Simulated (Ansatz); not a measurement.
The same path of ClGaH3NO + H2S (10 atoms, charge 0, multiplicity 1) was run twice with different band settings. Lost on the way: S8–H10. Made: Ga1–S8, O2–H10.

Computed with Ansatz, RHF/def2-SVP.

Relaxed end points:

```xyz
10
Properties=species:S:1:pos:R:3
Ga -0.267 -0.102 0.167
O -0.575 -0.609 1.843
H 0.051 -1.170 2.270
Cl 1.731 -0.460 -0.624
N -1.637 0.146 -0.983
H -2.588 0.225 -0.681
H -1.523 0.433 -1.934
S 0.381 2.588 1.099
H 1.705 2.426 1.060
H 0.251 2.177 2.363
```

```xyz
10
Properties=species:S:1:pos:R:3
Ga 0.125 0.627 0.035
O -0.243 -0.173 1.981
H -1.157 -0.435 1.991
Cl 1.840 -0.570 -0.586
N -1.552 0.141 -0.560
H -1.624 -0.649 -1.175
H -2.165 0.862 -0.895
S 0.526 2.767 0.585
H 1.855 2.695 0.475
H -0.078 0.389 2.728
```

Common settings: movable images 5; climbing image yes; optimiser quadratic models (default); start path through a guess of the saddle point; force threshold 0.05 eV/Å; iteration limit 60; end points relaxed.

| run | spring |
| --- | --- |
| 1 | 5.0 eV/Å² |
| 2 | 2.0 to 10.0 eV/Å², energy-weighted |

Problem. What does each run give, and how far can it be trusted?

Solution. Run 1: converged after 39 iterations, highest image 0.698 eV above the first end. The profile has 2 maxima (images 3, 5) with wells between them (image 4): this band takes more than one step, which may be the mechanism or a detour left from its start path. Neighbouring images differ by up to 1.4 eV, so the band resolves the path poorly. A vibrational analysis at the climbing image gives one clearly imaginary mode, 1519i cm⁻¹, and a faint second one (24i cm⁻¹) that may be numerical noise or a soft torsion: probably a first-order saddle point.
Run 2: converged after 30 iterations, highest image 0.698 eV above the first end. Another band between the same ends (5 images) ends at a top of the same energy, where a vibrational analysis finds 1 clearly imaginary mode.
The orbitals stay closed-shell, which can raise the energy where a bond breaks towards radicals; this wasn't checked here.
